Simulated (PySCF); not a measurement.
Input of a run (PBE0-D3(BJ)/def2-SVP geometry optimisation, gas phase (PySCF 2.14.0)), started from GFN2-xTB:
```
{"job": {"xc": "PBE0", "basis": "def2-SVP", "d3": "d3bj", "grid": 1, "shake": 0.01, "kind": "geom"}, "charge": 0, "multiplicity": 1}
F     -0.415050     0.880580     1.843060
C     -0.368800     1.296440     0.571870
F      0.503310     2.290560     0.501170
F     -1.511860     1.821070     0.240240
C      0.020210     0.150320    -0.397200
C     -1.057610    -0.943110    -0.386560
F     -0.715180    -1.938120    -1.213860
F     -2.208560    -0.463350    -0.807800
F     -1.243550    -1.471600     0.837550
C      1.405070    -0.423540    -0.017920
F      1.425980    -0.976430     1.187270
F      1.781350    -1.350350    -0.900830
F      2.313320     0.538220    -0.069740
H      0.064200     0.574220    -1.395010
```

Output (energies in Eh, forces in Eh/bohr):
```
step   0  E = -1049.84087300  max force = 0.032873
step   1  E = -1049.84304015  max force = 0.008863
step   2  E = -1049.84364029  max force = 0.005767
step   3  E = -1049.84389555  max force = 0.002181
step   4  E = -1049.84401265  max force = 0.001559
step   5  E = -1049.84417210  max force = 0.002900
step   6  E = -1049.84376170  max force = 0.013611
step   7  E = -1049.84453057  max force = 0.005609
step   8  E = -1049.84468224  max force = 0.002866
step   9  E = -1049.84484684  max force = 0.001090
step  10  E = -1049.84489680  max force = 0.001392
step  11  E = -1049.84491988  max force = 0.000770
step  12  E = -1049.84491898  max force = 0.001608
step  13  E = -1049.84497716  max force = 0.001405
step  14  E = -1049.84506463  max force = 0.000920
step  15  E = -1049.84509345  max force = 0.001083
step  16  E = -1049.84511468  max force = 0.000683
step  17  E = -1049.84513838  max force = 0.000392
step  18  E = -1049.84514217  max force = 0.000244
optimisation converged
```

Q: Summarise the run.

A: The energy falls by 2.7 kcal/mol over 19 energy and gradient evaluations, the largest force component goes from 0.0329 to 2.4e-04 Eh/bohr, and the atoms move by 0.299 Å rms after alignment. The bond that changes most is C2–F4 (CF3 carbon to fluorine of a CF3 group), which lengthens by 0.029 Å. Bonds longer at the end by more than 0.005 Å: 4 of 13; shorter: 5. Among the angles that change most is C10–C5–H14, from 109.5° to 106.7°. Among the dihedrals that turn most is C2–C5–C6–F8, from 62° to 41°. The energy rose by more than 1e-6 Eh at step 6. The first step brought 51 % of the lowering.

Q: What are the final bond lengths?

A: F1–C2 1.327 Å, C2–F3 1.329 Å, C2–F4 1.329 Å, C2–C5 1.534 Å, C5–C6 1.534 Å, C6–F7 1.329 Å, C6–F8 1.330 Å, C6–F9 1.327 Å, C5–C10 1.534 Å, C10–F11 1.328 Å, C10–F12 1.330 Å, C10–F13 1.329 Å, C5–H14 1.099 Å. Numbering counts from 1 in the input's order; the species is (CF3)3CH, `FC(F)(F)C(C(F)(F)F)C(F)(F)F`.

The run used 187 basis functions and 121 SCF cycles in all. Time: 6.0 min of wall time; peak memory 1.0 GiB. Hardware: one thread, Arm Neoverse V2 (aarch64) (shared host).

No PBE0-D3(BJ)/def2-SVP frequencies stand behind this structure, so it isn't proved a minimum.
